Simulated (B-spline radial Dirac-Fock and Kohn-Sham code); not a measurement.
## Sm³⁺ in Watson spheres of different radius

Level of theory: multi-electron Dirac-Fock with separately optimised hole states, Breit and Lamb-shift corrections added in first order; a radial finite-basis atomic code. The ion, [Xe] 4f5, sits in a hollow sphere of charge Q = -3, a simple model of the Madelung potential. Inside the sphere an electron's potential energy is raised by the constant 14.40·|Q|/R eV, so binding energies fall by about that much as long as the orbitals stay inside.

```csv
radius (Å),14.40 |Q|/R (eV),1s (eV),2s (eV),2p1/2 (eV),2p3/2 (eV),3s (eV),3p1/2 (eV),3p3/2 (eV),3d3/2 (eV),3d5/2 (eV),4s (eV),4p1/2 (eV),4p3/2 (eV),4d3/2 (eV),4d5/2 (eV),4f (eV),5s (eV),5p1/2 (eV),5p3/2 (eV)
1.6,27.00,46843.8,7753.8,7323.9,6728.2,1741.8,1557.6,1434.9,1119.2,1093.3,368.8,296.5,269.6,149.2,144.4,11.64,53.79,31.20,27.22
1.8,24.00,46846.7,7756.7,7326.8,6731.1,1744.7,1560.5,1437.8,1122.1,1096.2,371.6,299.4,272.5,152.1,147.3,14.53,56.70,34.10,30.11
```

From the smallest to the largest radius 1s moves by +2.9 eV, while the constant potential alone would give +3.0 eV; the difference comes from charge outside the sphere and its screening.

Values without a named source are computed, but for edge energies of neutral atoms, which are taken from tables.
